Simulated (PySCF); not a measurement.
## Excitation energy of In by level of theory

In [Kr] 4d10 5s2 5p1 (2P) → In [Kr] 4d10 5s2 6s1 (2S), as a difference of total energies. Calculation: PySCF 2.14, in aug-cc-pVQZ-DK3 (9s8p6d3f2g, 102 functions); the spin-free X2C one-electron Hamiltonian (Gaussian nucleus). Correlated levels: valence: [Kr] 4d10 frozen. The calculations carry no spin-orbit coupling.

```csv
method,excitation energy (eV)
UHF,2.688
LDA,2.829
PBE,2.713
PBE0,2.783
r2SCAN,2.943
revPBE,2.668
CAM-B3LYP,2.933
PBEsol,2.747
MP2 (valence),2.765
SCS-MP2 (valence),2.771
```

How much does correlation contribute at MP2 (valence)?

2.765 − (2.688) = 0.077 eV, measured against UHF.

Errors of the correlated levels include the incompleteness of this basis and the frozen core.

For comparison: 2.839 eV (measured; NIST levels, between the centres of gravity of the two terms).
